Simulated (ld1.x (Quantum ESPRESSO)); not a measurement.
**Transferability test, TM semilocal potential for F (Z = 9)**

ld1.x (Quantum ESPRESSO) 7.5 input, shortened:

```
&input
   title='F', zed=9., rel=1, dft='BLYP', iswitch=3,
   config='[He] 2s2 2p4.75 3d-2'
 /
 &inputp
   pseudotype=1, tm=.true., lloc=0,
   nlcc=.true., rcore=0.65
 /
3
2P  2  1   4.75   0.00  0.94  0.94  0.0
3D  3  2  -2.00  -0.20  0.72  0.72  0.0
2S  1  0   2.00   0.00  0.56  0.56  0.0
 &test
   configts(1)='2s2 2p4.75'
 /
```

Energies are relative to the spin-unpolarised reference configuration 2s2 2p4.75; without spin polarisation the order of configurations can differ from experiment.

| valence configuration | charge | ΔE all-electron (eV) | error AE − PS (meV) |
| --- | --- | --- | --- |
| 2s2 2p5 | 0 | -3.266 | +0.2 |
| 2s2 2p3 | +2 | 54.544 | +12 |
| 2s2 2p5.3 | -0.3 | -5.939 | +0.1 |
| 2s1 2p5 | +1 | 35.093 | +9.7 |
| 2s2 2p2 | +3 | 115.241 | +113 |
| 2s1 2p6 | 0 | 15.419 | +23 |

Question: What are ΔE and the potential's error for 2s2 2p4?

Answer: ΔE = 16.134 eV all-electron; the error (AE − PS) is -1.4 meV.

ld1.x printed “convergence not achieved” for 7 of the counted tests; their residual had stalled under 1e-8, short of the target of 1e-14.
